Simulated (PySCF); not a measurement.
CHBrClF, SMILES F[C@H](Cl)Br. Heavy atoms are numbered as in [C@@H:1]([F:2])([Cl:3])[Br:4]. Hydrogens are named by the atom that carries them.

Geometry optimised at B3LYP-D3(BJ)/def2-SVP.

All values below come from PySCF with PBE0/pcSseg-1.

GIAO shieldings, no solvent; atoms alike by connectivity are averaged. δ = σ(ref) − σ: ¹³C against TMS (σ = 186.3 ppm); ¹⁹F against CFCl3 (σ = 167.2 ppm); ³⁵Cl against HCl (σ = 945.9 ppm); ¹H against TMS (σ = 31.56 ppm), references at their B3LYP-D3(BJ)/def2-TZVP geometries, non-relativistic (without spin–orbit terms, shifts of atoms bonded to Cl or Br come out too high).

| nucleus | atoms | count | δ (ppm) |
|---|---|---|---|
| ¹³C | C1 (CH) | 1 | 126.6 |
| ¹⁹F | F2 | 1 | -91.0 |
| ³⁵Cl | Cl3 | 1 | 384.5 |
| ¹H | H on C1 | 1 | 8.02 |
